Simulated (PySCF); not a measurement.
**Spin states and ions at one geometry of [Hf2O3]2+**

PySCF 2.14.0, RKS PBE0, Hf def2-SVP with ECP60, O def2-SVP; non-relativistic Hamiltonian with scalar-relativistic core potentials where named; density fitting; no spin-orbit coupling; singlets restricted, open shells unrestricted. The geometry is relaxed for charge +2, singlet, vacuum:

```xyz
5

Hf    0.0000    0.0000    1.3157
Hf    0.0000    0.0000   -1.3157
O     1.4253    0.0000    0.0000
O    -0.7126    1.2343    0.0000
O    -0.7127   -1.2343    0.0000
```

Energies count from the relaxed state; an electron taken off or put on is at rest in vacuum. Charges and spins are Mulliken's.

Problem. Order these states by energy, lowest first.
A. charge +3, doublet, vacuum
B. charge +1, doublet, vacuum
C. charge +2, singlet, vacuum
D. charge +2, triplet, vacuum

Solution. B (-10.31 eV), C (0.00 eV), D (3.76 eV), A (20.36 eV).

Problem. How do charge and spin on the first atom follow?

Solution. 
```
                     state  spin squared  charge on Hf1 (e)  spin on Hf1 (e)  dipole about the centre of mass (D)
charge +2, singlet, vacuum          0.00               1.67             0.00                                 0.00
charge +2, triplet, vacuum          2.03               1.53             0.32                                 0.00
charge +3, doublet, vacuum          0.79               1.90            -0.16                                 0.00
charge +1, doublet, vacuum          0.75               1.20             0.56                                 0.00
```

With an electron taken off (doublet) the charges change, summed by element, by Hf +0.47 e, O +0.53 e. The vertical ionisation energy is 20.36 eV, against −ε(HOMO) = 18.15 eV of the relaxed state. The level lies 2.2 eV too high, as is usual for semilocal functionals and global hybrids, which keep a self-interaction error.

With an electron put on (doublet) the charges change, summed by element, by Hf -0.93 e, O -0.07 e. The vertical electron affinity is 10.31 eV, against −ε(LUMO) = 12.28 eV of the relaxed state.

Open shells may have lower solutions than those found.
